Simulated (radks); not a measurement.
Task: Successive ionisation energies (eV) of one element, from differences of total energies of ions in their ground configurations, starting at charge 44: 3770.7, 3890.6, 4011.3, 4132.6, 4254.4, 4425.3, 4553.1, 4681.6, 4810.8, 4940.3, 5451.4, 5564.1, 5674.3, 5833.3, 5948.7, 6061.6, 6556.6, 6684.9, 15071.3, 15380.2, 15680.2, 16127.9. Method: scalar-relativistic Kohn-Sham, r2SCAN, spin-polarised, spherical densities, finite nucleus; open shells are filled with parallel spins first (spin-orbit coupling, left out, can overturn this in heavy ions); meta-GGA in the generalised Kohn-Sham scheme; Fermi nuclear charge, rms radius 5.347 fm; computed with a radial shooting solver on a logarithmic mesh with Libxc functionals. Which element is it?

Result: Hafnium (Z = 72). The first species listed is Hf44+ in [Ar] 3d10, the last Hf65+ in [He] 2s2 2p3.
